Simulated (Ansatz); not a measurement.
Coupled-cluster diagnostics for (BeS)6 ring (Be6S6), Ansatz.

Geometry of the singlet (B3LYP-D4/def2-SVP):

```
atom   x (Å)   y (Å)   z (Å)
 Be1   1.884   1.451   1.362
  S2   1.779   2.810   0.041
 Be3  -0.118   2.738  -0.002
  S4  -2.014   2.645  -0.047
 Be5  -1.998   1.282  -1.368
  S6  -1.968  -0.098  -2.671
 Be7  -1.890  -1.453  -1.344
  S8  -1.784  -2.793  -0.004
 Be9   0.113  -2.733   0.006
 S10   2.009  -2.638   0.013
Be11   2.008  -1.286   1.346
 S12   1.978   0.076   2.668
```

Correlated methods freeze 30 core orbitals.

Q: Estimate the CCSD(T) correlation energy, the shares of MP2 and (T), T1 and the reference's ⟨S²⟩ for: charge 0, singlet, own geometry in def2-SVP; and the rough time on 4 threads of Arm Neoverse V2 on a shared host.

A: 
| state | basis | correlation (eV) | MP2 share (%) | (T) share (%) | T1 | ⟨S²⟩ (pure) | wall time |
| --- | --- | --- | --- | --- | --- | --- | --- |
| charge 0, singlet, own geometry | def2-SVP | -27.318 | 89.0 | 3.4 | 0.012 | 0.00 (0.00) | 57 s |
Customary marks for T1 are 0.02 (closed shells), 0.045 (open shells) and about 0.05 (3d metals). T1 stays under 0.02 throughout.
